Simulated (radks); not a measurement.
Coulomb parameter of the 4f shell of neutral promethium in the model configuration [Xe] 4f3.5 6s2 6p1.5, as a second difference U = [E(n + 0.5) + E(n - 0.5) - 2 E(n)] / (0.5)^2 with all orbitals relaxed. "Bare": the charge of the atom changes with n. "Screened": the 6p shell takes up the change at fixed total charge, which measures U(4f,4f) + U(6p,6p) - 2 U(4f,6p). Method: scalar-relativistic Kohn-Sham, LDA (Slater exchange, Perdew-Wang correlation), spin-unpolarised, spherical densities, finite nucleus; Fermi nuclear charge, rms radius 4.962 fm; computed with a radial shooting solver on a logarithmic mesh with Libxc functionals.

case                  configuration  E - E(n) (eV)
start          [Xe] 4f3.5 6s2 6p1.5          0.000
bare +0.5        [Xe] 4f4 6s2 6p1.5         -6.106
bare -0.5        [Xe] 4f3 6s2 6p1.5          9.852
screened +0.5      [Xe] 4f4 6s2 6p1         -5.437
screened -0.5      [Xe] 4f3 6s2 6p2          7.748

U(bare) = 14.981 eV, U(screened by 6p) = 9.245 eV, against the Slater integral F0(4f,4f) = 27.689 eV with frozen orbitals. The step up makes a negative ion, whose loosely bound charge lowers the bare value.
